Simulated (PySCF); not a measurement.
# Electron correlation in Br³⁺ (bromine, charge +3)

[Ar] 3d10 4s2 4p2, high-spin 3P determinant. All numbers are calculated (PySCF 2.14, the spin-free X2C one-electron Hamiltonian (Gaussian nucleus), in x2c-SVPall). Frozen: [Ar] 3d10; 4 electrons correlated.

MP2 pair energies summed by pair of shells (mhartree):

```json
{"pair": "4s-4p", "energy": "-29.24", "share (%)": "61.2"}
{"pair": "4s-4s", "energy": "-13.66", "share (%)": "28.6"}
{"pair": "4p-4p", "energy": "-4.92", "share (%)": "10.3"}
```

Total MP2 correlation energy: -47.81 mhartree.

Same-spin part -7.50 and opposite-spin part -40.30 mhartree; SCS-MP2 scales them by 1/3 and 6/5 to -50.87 mhartree.

```tsv
level	correlation energy (mhartree)
CCSD	-65.02
(T)	-0.61
CCSD(T)	-65.63
```

Diagnostics: T1 = 0.0054, D1 = 0.0149, largest double amplitude 0.092.

**Question.** Is a single reference adequate?

**Answer.** Mostly. T1 lies below 0.03, but a double amplitude of this size points to a near-degeneracy that CCSD handles and MP2 describes poorly.
